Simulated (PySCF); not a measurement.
GeH3, SMILES [GeH3+], charge +1. Coordinates come from a B3LYP-D3(BJ)/def2-TZVPD optimisation.

These are B3LYP-D3(BJ)/def2-TZVPD in PySCF values and carry that method's errors.

Harmonic wavenumbers (cm⁻¹): 795, 851, 851, 2177, 2243, 2243. Rotational constants (GHz): 143.9, 143.9, 71.93; symmetry number 6.

Q: Work out the zero-point energy and the ideal-gas rigid-rotor harmonic-oscillator thermochemistry at 298.15 K and 1 atm.

A: ZPE = ½ Σ hcν = ½ × 9160 cm⁻¹ = 13.10 kcal/mol. H − E(el) = 15.60 kcal/mol. Entropy in cal/(mol K): translation 38.89, rotation 12.47, vibration 0.55, total 51.91. G − E(el) = 0.12 kcal/mol. Cp = 9.77 cal/(mol K).
